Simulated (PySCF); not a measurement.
C₂H₆FNbS, SMILES [CH3][Nb]([CH3])([F])=[S], multiplicity 1.

Geometry: B3LYP-D3(BJ)/def2-SVP. The multiplicity is an assumed one; other spin states were not compared. The def2 effective core potentials stand for the cores of Nb; spin–orbit coupling is left out.

Two levels are set side by side: TDDFT-PBE/def2-SVPD (PySCF) and TDDFT-B3LYP/def2-SVPD (PySCF). Vertical, same geometry. The lowest singlet is HOMO−1→LUMO 92 % with PBE and HOMO−1→LUMO 87 % with the other functional; states are paired by order. Differences are taken from unrounded values.

```json
[
 {"quantity": "lowest singlet excitation (eV)", "TDDFT-B3LYP": "3.51"},
 {"quantity": "lowest triplet excitation (TDA) (eV)", "TDDFT-B3LYP": "3.05"}
]
```

What does TDDFT-PBE give, and how far is it from TDDFT-B3LYP? (Estimate from the structure and the level; the computed values follow.)


```csv
quantity,TDDFT-PBE,TDDFT-PBE minus TDDFT-B3LYP
lowest singlet excitation (eV),3.41,-0.10
lowest triplet excitation (TDA) (eV),2.94,-0.11
```

Rough cost on one machine, each run with all the roots and properties that it gave: TDDFT-B3LYP against TDDFT-PBE about 2 times.
